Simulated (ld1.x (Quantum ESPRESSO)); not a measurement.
# Configuration tests for molybdenum (Mo) (ultrasoft)

* Element: molybdenum
* Generator: ld1.x (Quantum ESPRESSO) 7.5
* Type: ultrasoft
* Functional: BP86
* Relativity: scalar-relativistic
* Frozen core: [Kr]
* Valence charge: 6
* Reference configuration: 4d5 5s1 5p0
* Partial waves: 5s (bound): rcut 2.60, rcutus 3.20 bohr; 5s channel at 0.05 Ry: rcut 2.60, rcutus 3.20 bohr; 5p (bound, empty): rcut 3.05, rcutus 3.85 bohr; 5p channel at 3.65 Ry: rcut 3.05, rcutus 3.85 bohr; 4d (bound): rcut 1.55, rcutus 1.85 bohr; 4d channel at 0.3 Ry: rcut 1.55, rcutus 1.85 bohr
* Local potential: all-electron potential smoothed inside 3.55 bohr (lloc = -2)
* Core correction: Bessel-smoothed model core inside 1.45 bohr
* Augmentation charge: built from norm-conserving waves at rcut, not smoothed further

Energies are relative to the spin-unpolarised reference configuration 4d5 5s1 5p0; without spin polarisation the order of configurations can differ from experiment.

| valence configuration | charge | ΔE all-electron (eV) | error AE − PS (meV) |
| --- | --- | --- | --- |
| 4d5 5s0 5p0 | +1 | 7.080 | -17 |
| 4d3 5s0 5p0 | +3 | 49.494 | -390 |
| 4d4 5s1 5p1 | 0 | 3.737 | -87 |
| 4d5 5s0.5 5p0 | +0.5 | 2.825 | -3.9 |
| 4d2 5s0 5p0 | +4 | 89.057 | -1345 |

Question: What are ΔE and the potential's error for 4d4 5s0 5p0?

Answer: ΔE = 22.663 eV all-electron; the error (AE − PS) is -50 meV.

Question: What are ΔE and the potential's error for 4d4 5s2 5p0?

Answer: ΔE = 0.154 eV all-electron; the error (AE − PS) is -75 meV.

Levels in the configuration 4d2 5s0 5p0:

```tsv
level	all-electron (eV)	pseudo (eV)
4d	-46.353	-47.707
```

Note: ghost state, extra bound levels that the all-electron valence spectrum of the same l lacks: p at -2.14 eV. A true bound ghost makes a file unfit for plane-wave use.
